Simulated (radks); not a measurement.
The oxygen anion O2-, [Ne], held by a Watson sphere: a shell of charge +2 at radius R that stands for the Madelung well of a crystal (potential energy -2/R inside, -2/r outside, in hartree with lengths in bohr). Method: non-relativistic Kohn-Sham, PBE, spin-polarised, spherical densities, point nucleus; computed with a radial shooting solver on a logarithmic mesh with Libxc functionals. Response by self-consistent Sternheimer equations with the Hartree and adiabatic LDA kernel. The sphere does not respond.

R (bohr)  e(1s) (eV)  e(2s) (eV)  e(2p) (eV)  <r> 2p (bohr)  sum of <r^2> (bohr^2)  X-ray form factor at sin(theta)/lambda = 0.1 1/angstrom  alpha (bohr^3)
1.71         -508.02     -23.448      -8.827          1.419                  19.64                                                    8.727           11.08
1.9          -508.10     -22.486      -8.087          1.467                  20.99                                                    8.656           13.44
1.93         -508.11     -22.344      -7.974          1.474                  21.20                                                    8.645           13.85
2.18         -508.03     -21.260      -7.092          1.533                  22.97                                                    8.558           17.79
2.29         -507.96     -20.838      -6.734          1.558                  23.74                                                    8.522           19.84
3.12         -507.14     -18.509      -4.598          1.727                  29.74                                                    8.281           43.79
3.25         -507.01     -18.251      -4.343          1.751                  30.72                                                    8.248           49.34
